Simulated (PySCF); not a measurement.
All values below come from PySCF with PBE-D3(BJ)/def2-TZVP // CAM-B3LYP-D3(BJ)/def2-TZVP. Isolated molecules, 0 K electronic values unless said otherwise. One relaxed conformer stands for a flexible species; it need not be the lowest. Delta-SCF ions had no search for a lower state. 

Reference species (SMILES): `BC(=C)CC#N` (neutral, multiplicity 1).

```
Item                                       Value
--------------------------------------  --------
vertical ionisation energy (Delta-SCF)  10.57 eV
S1 oscillator strength                     0.007
```

Changed species: `C(=C)(CB)C#N`.

**Question.** Give the shifts of the vertical ionisation energy (Delta-SCF) and S1 oscillator strength.

**Answer.** the vertical ionisation energy (Delta-SCF) decreases by 0.74 eV, to 9.83 eV; the S1 oscillator strength hardly moves.
